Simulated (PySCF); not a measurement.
GeCl⁺: everyday levels beside a composite calculation

PySCF; the state is a singlet (closed shell). The composite is CCSD(T) extrapolated to the basis-set limit from two correlation-consistent sets, with core-valence (CV) and scalar-relativistic (SR) terms as its label shows; it has no spin–orbit coupling and nothing beyond (T). Here it is CCSD(T)/CBS(DT)+CV. It gives Re = 2.052 Å, ωe = 511 cm⁻¹ and De = 4.62 eV to Ge⁺ + Cl.

```
      level                   basis                           relativity  Re (Å)  ωe (cm⁻¹)  De (eV)
        RHF                def2-SVP                        no relativity   2.069        519     3.01
    RHF-MP2             def2-TZVPPD                        no relativity   2.054        524     4.74
RHF-SCS-MP2                def2-SVP                        no relativity   2.068        518     4.21
   RHF-CCSD                def2-SVP                        no relativity   2.070        516     4.11
RHF-CCSD(T)             def2-TZVPPD                        no relativity   2.063        513     4.56
     r²SCAN             def2-TZVPPD                        no relativity   2.061        508     4.88
      M06-L  cc-pVDZ-PP/cc-pV(D+d)Z  scalar-relativistic core potentials   2.087        490     4.85
      TPSSh             def2-TZVPPD                        no relativity   2.068        500     4.74
       PBE0  cc-pVTZ-PP/cc-pV(T+d)Z  scalar-relativistic core potentials   2.061        506     4.67
      B97-3             def2-TZVPPD                        no relativity   2.074        502     4.68
```

Q: Give the difference of each row from the composite.

A: 

```tsv
level	basis	ΔRe (pm)	Δωe (%)	ΔDe (eV)
RHF	def2-SVP	+1.7	+1.6	-1.61
RHF-MP2	def2-TZVPPD	+0.2	+2.5	+0.12
RHF-SCS-MP2	def2-SVP	+1.6	+1.4	-0.41
RHF-CCSD	def2-SVP	+1.8	+1.0	-0.51
RHF-CCSD(T)	def2-TZVPPD	+1.1	+0.4	-0.06
r²SCAN	def2-TZVPPD	+0.9	-0.6	+0.26
M06-L	cc-pVDZ-PP/cc-pV(D+d)Z	+3.5	-4.1	+0.23
TPSSh	def2-TZVPPD	+1.6	-2.2	+0.12
PBE0	cc-pVTZ-PP/cc-pV(T+d)Z	+0.9	-1.0	+0.05
B97-3	def2-TZVPPD	+2.2	-1.8	+0.06
```

Q: Which rows come closest in De?

A: RHF-CCSD(T) in def2-TZVPPD (-0.06 eV); PBE0 in cc-pVTZ-PP/cc-pV(T+d)Z (+0.05 eV); B97-3 in def2-TZVPPD (+0.06 eV), counted from the composite.

Correlated steps freeze the inner cores (9 to 14 orbitals); shallow outer-core shells are correlated. Correlated levels converge slowly with the basis: in double zeta they bind strong bonds too weakly, by up to about 1 eV, and carry superposition errors of some tenths. For an ion De counts to the pair picked by the measured ionisation energies or electron affinities, which need not be the lowest pair at this level. Where the molecule has an RHF reference, its open-shell atoms are computed with UHF.
